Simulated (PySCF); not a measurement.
The dipole of `C=CCNC(=O)[C@H](C)O[SiH3]` from its density and from atomic charges.

Coordinates (GFN2-xTB, Å) and charges (e) from the PBE0/pcSseg-1 density (PySCF):

```json
{"atom": "C1", "x": "-2.313", "y": "-1.633", "z": "-1.390", "Mulliken": "-0.1547", "IAO": "-0.3248", "Hirshfeld": "-0.1109", "ESP-fitted": "-0.4697"}
{"atom": "C2", "x": "-2.869", "y": "-1.175", "z": "-0.285", "Mulliken": "-0.2806", "IAO": "-0.1429", "Hirshfeld": "-0.0412", "ESP-fitted": "-0.0773"}
{"atom": "C3", "x": "-2.310", "y": "-0.090", "z": "0.588", "Mulliken": "+0.0656", "IAO": "-0.1674", "Hirshfeld": "-0.0137", "ESP-fitted": "+0.1719"}
{"atom": "N4", "x": "-1.158", "y": "0.579", "z": "0.026", "Mulliken": "-0.5224", "IAO": "-0.3254", "Hirshfeld": "-0.0877", "ESP-fitted": "-0.6379"}
{"atom": "C5", "x": "0.080", "y": "0.435", "z": "0.529", "Mulliken": "+0.4678", "IAO": "+0.4097", "Hirshfeld": "+0.1805", "ESP-fitted": "+0.4932"}
{"atom": "O6", "x": "0.325", "y": "-0.192", "z": "1.539", "Mulliken": "-0.4653", "IAO": "-0.4774", "Hirshfeld": "-0.2194", "ESP-fitted": "-0.4310"}
{"atom": "C7", "x": "1.192", "y": "1.114", "z": "-0.266", "Mulliken": "+0.0639", "IAO": "+0.0583", "Hirshfeld": "+0.0432", "ESP-fitted": "+0.4300"}
{"atom": "C8", "x": "1.504", "y": "0.252", "z": "-1.498", "Mulliken": "-0.2368", "IAO": "-0.4290", "Hirshfeld": "-0.1237", "ESP-fitted": "-0.4251"}
{"atom": "O9", "x": "2.321", "y": "1.275", "z": "0.507", "Mulliken": "-0.6236", "IAO": "-0.6297", "Hirshfeld": "-0.2174", "ESP-fitted": "-0.5042"}
{"atom": "Si10", "x": "2.794", "y": "0.441", "z": "1.832", "Mulliken": "+0.7308", "IAO": "+0.8582", "Hirshfeld": "+0.3272", "ESP-fitted": "+0.5417"}
{"atom": "H11", "x": "-2.766", "y": "-2.421", "z": "-1.966", "Mulliken": "+0.1227", "IAO": "+0.1583", "Hirshfeld": "+0.0495", "ESP-fitted": "+0.1885"}
{"atom": "H12", "x": "-1.376", "y": "-1.252", "z": "-1.761", "Mulliken": "+0.1183", "IAO": "+0.1402", "Hirshfeld": "+0.0347", "ESP-fitted": "+0.1955"}
{"atom": "H13", "x": "-3.802", "y": "-1.587", "z": "0.074", "Mulliken": "+0.1106", "IAO": "+0.1514", "Hirshfeld": "+0.0523", "ESP-fitted": "+0.1093"}
{"atom": "H14", "x": "-3.093", "y": "0.648", "z": "0.798", "Mulliken": "+0.1384", "IAO": "+0.1528", "Hirshfeld": "+0.0509", "ESP-fitted": "+0.0538"}
{"atom": "H15", "x": "-1.984", "y": "-0.521", "z": "1.541", "Mulliken": "+0.1671", "IAO": "+0.1863", "Hirshfeld": "+0.0538", "ESP-fitted": "+0.0714"}
{"atom": "H16", "x": "-1.292", "y": "1.084", "z": "-0.836", "Mulliken": "+0.1993", "IAO": "+0.2718", "Hirshfeld": "+0.1372", "ESP-fitted": "+0.3560"}
{"atom": "H17", "x": "0.857", "y": "2.113", "z": "-0.587", "Mulliken": "+0.1202", "IAO": "+0.1395", "Hirshfeld": "+0.0411", "ESP-fitted": "-0.0185"}
{"atom": "H18", "x": "0.661", "y": "0.227", "z": "-2.185", "Mulliken": "+0.1108", "IAO": "+0.1323", "Hirshfeld": "+0.0392", "ESP-fitted": "+0.0738"}
{"atom": "H19", "x": "2.369", "y": "0.665", "z": "-2.010", "Mulliken": "+0.1408", "IAO": "+0.1599", "Hirshfeld": "+0.0501", "ESP-fitted": "+0.1327"}
{"atom": "H20", "x": "1.743", "y": "-0.759", "z": "-1.177", "Mulliken": "+0.1256", "IAO": "+0.1525", "Hirshfeld": "+0.0452", "ESP-fitted": "+0.1335"}
{"atom": "H21", "x": "4.150", "y": "0.998", "z": "1.841", "Mulliken": "-0.1472", "IAO": "-0.1670", "Hirshfeld": "-0.1066", "ESP-fitted": "-0.1513"}
{"atom": "H22", "x": "2.852", "y": "-1.005", "z": "1.636", "Mulliken": "-0.1290", "IAO": "-0.1559", "Hirshfeld": "-0.0913", "ESP-fitted": "-0.1165"}
{"atom": "H23", "x": "2.109", "y": "0.831", "z": "3.060", "Mulliken": "-0.1220", "IAO": "-0.1518", "Hirshfeld": "-0.0931", "ESP-fitted": "-0.1196"}
```

Question: What dipole does each set of charges give (1 e·Å = 4.803 D), and what does the density give?

Answer: The full density gives (-4.04, 0.39, -3.08) D, 5.09 D in size; dipole vectors point from the negative to the positive end.

```json
{"scheme": "Mulliken", "μx": "-3.03", "μy": "-0.66", "μz": "-3.01", "size (D)": "4.32", "share of the full size (%)": "85", "angle to the full dipole (°)": "15"}
{"scheme": "IAO", "μx": "-4.05", "μy": "0.02", "μz": "-2.48", "size (D)": "4.75", "share of the full size (%)": "93", "angle to the full dipole (°)": "7"}
{"scheme": "Hirshfeld", "μx": "-3.55", "μy": "0.46", "μz": "-2.23", "size (D)": "4.22", "share of the full size (%)": "83", "angle to the full dipole (°)": "6"}
{"scheme": "ESP-fitted", "μx": "-4.04", "μy": "0.38", "μz": "-3.09", "size (D)": "5.10", "share of the full size (%)": "100", "angle to the full dipole (°)": "0"}
```

Question: Which set comes closest?

Answer: Length of the difference vector: ESP-fitted 0.01 D, IAO 0.71 D, Hirshfeld 0.99 D, Mulliken 1.46 D. Closest: ESP-fitted. ESP charges are fitted to the potential around the molecule, whose slowest-falling term is the dipole's. 

Question: What is left for the Hirshfeld atoms' own dipoles?

Answer: The shares of the density sum to the whole, so what Σ q r misses lies in dipoles about the nuclei. The atomic dipoles sum to (-4.04, 0.39, -3.08) − (-3.55, 0.46, -2.23) = (-0.49, -0.07, -0.85) D, 0.99 D in size.

Question: With the origin at the mean of the coordinates, (0.000, 0.001, 0.000) Å, which are the largest single terms, by size, of the ESP-fitted dipole along the direction of the full one?

Answer: Si10 -8.56, C1 -5.76, O9 +4.96, H21 +3.14, N4 -2.90 D; all 23 atoms together +5.10 D. The single terms depend on the origin, their sum doesn't.

Question: Give the size of the full dipole in other units.

Answer: 5.09 D = 2.004 au = 1.061 e·Å = 16.99 × 10⁻³⁰ C·m.

Isolated species at its GFN2-xTB geometry (one conformer only).
